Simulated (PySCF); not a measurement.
Job file and geometry (Å, from GFN2-xTB) of an NMR shielding run on `InChI=1S/C2H12BNSi2/c1-4(5)2-6-3/h2-3,6H2,1,5H3`, PySCF, GIAO PBE0/pcSseg-1 NMR shielding, non-relativistic, gas phase; density fitting, a coarse starting grid and PySCF grid level 2 are the driver's defaults:

```
$ OMP_NUM_THREADS=1 python probes_run.py task.json out

{"job": {"kind": "nmr", "xc": "PBE0", "basis": "pcSseg-1"}, "charge": 0, "multiplicity": 1}
B      2.124561     1.034615    -0.720652
Si     1.810878    -0.013200     0.904010
C      0.137978    -0.963693     0.728657
N     -0.929101    -0.172080     0.128944
C     -2.250212    -0.639493     0.487800
Si    -0.730260     0.747540    -1.292541
H      2.566536     0.495523    -1.674029
H      2.407021     2.177062    -0.630654
H      1.653785     0.719440     2.182159
H      2.749477    -1.099364     1.262332
H     -0.201840    -1.270457     1.720883
H      0.283989    -1.890370     0.158707
H     -2.429413    -1.659191     0.128925
H     -3.007373     0.013880     0.059764
H     -2.358374    -0.636441     1.575159
H     -1.678599     1.860512    -1.231623
H     -0.858306     0.067251    -2.594876
H      0.700493     1.234782    -1.204621
```

**Question.** What does the program print?

**Answer.** 
```
coarse grid: 15008 points
cycle   1  E = -741.4055207154  dE =  3.250e-01  |g| = 3.860e-01  |ddm| = 3.671e+00
cycle   2  E = -741.3911801609  dE =  1.434e-02  |g| = 4.760e-01  |ddm| = 9.697e-01
cycle   3  E = -741.4480635959  dE = -5.688e-02  |g| = 8.952e-02  |ddm| = 5.861e-01
cycle   4  E = -741.4497413119  dE = -1.678e-03  |g| = 2.739e-02  |ddm| = 1.129e-01
cycle   5  E = -741.4499413435  dE = -2.000e-04  |g| = 5.312e-03  |ddm| = 3.129e-02
cycle   6  E = -741.4499478128  dE = -6.469e-06  |g| = 1.282e-03  |ddm| = 7.402e-03
final grid: 132936 points
cycle   7  E = -741.4815536510  dE = -2.626e-05  |g| = 7.559e-03  |ddm| = 2.624e-02
cycle   8  E = -741.4815440585  dE =  9.593e-06  |g| = 9.734e-03  |ddm| = 1.759e-02
cycle   9  E = -741.4815684898  dE = -2.443e-05  |g| = 1.316e-03  |ddm| = 1.081e-02
cycle  10  E = -741.4815688629  dE = -3.732e-07  |g| = 2.196e-04  |ddm| = 1.271e-03
cycle  11  E = -741.4815688721  dE = -9.157e-09  |g| = 5.937e-05  |ddm| = 2.207e-04
cycle  12  E = -741.4815688729  dE = -8.151e-10  |g| = 1.871e-05  |ddm| = 8.196e-05
converged SCF energy = -741.4815688729

GIAO shielding tensors (ppm)
atom      isotropic    diamagn.    paramagn.     s11        s22        s33       span
  0 B       78.817     197.163    -118.347     20.917     55.920    159.613    138.696
  1 Si     425.892     880.200    -454.308    406.909    415.789    454.979     48.071
  2 C      141.176     249.218    -108.042    106.822    129.169    187.536     80.714
  3 N      245.216     328.058     -82.842    214.781    241.734    279.133     64.351
  4 C      146.235     242.950     -96.715    121.592    131.409    185.703     64.111
  5 Si     364.416     881.822    -517.406    313.924    332.654    446.669    132.746
  6 H       26.483      30.115      -3.632     21.495     27.300     30.655      9.160
  7 H       26.293      29.897      -3.604     21.861     27.017     30.001      8.140
  8 H       27.829      29.316      -1.487     24.256     25.787     33.445      9.189
  9 H       27.869      28.820      -0.951     24.662     25.481     33.464      8.802
 10 H       29.167      31.946      -2.780     24.492     29.018     33.990      9.498
 11 H       28.921      31.602      -2.680     23.930     27.643     35.191     11.261
 12 H       29.086      28.459       0.627     24.793     26.473     35.994     11.201
 13 H       28.857      29.036      -0.179     23.765     26.930     35.877     12.112
 14 H       29.020      29.045      -0.025     24.220     26.944     35.896     11.676
 15 H       26.494      30.463      -3.970     22.972     24.471     32.038      9.065
 16 H       26.620      29.902      -3.282     23.376     23.809     32.674      9.298
 17 H       35.138      35.435      -0.296     33.632     34.298     37.484      3.852
```

Size and cost of the density-fitted run: 176 basis functions, 110 s wall time (89 s CPU) on 1 thread of an Intel Xeon, shared host; peak memory 0.81 GiB.
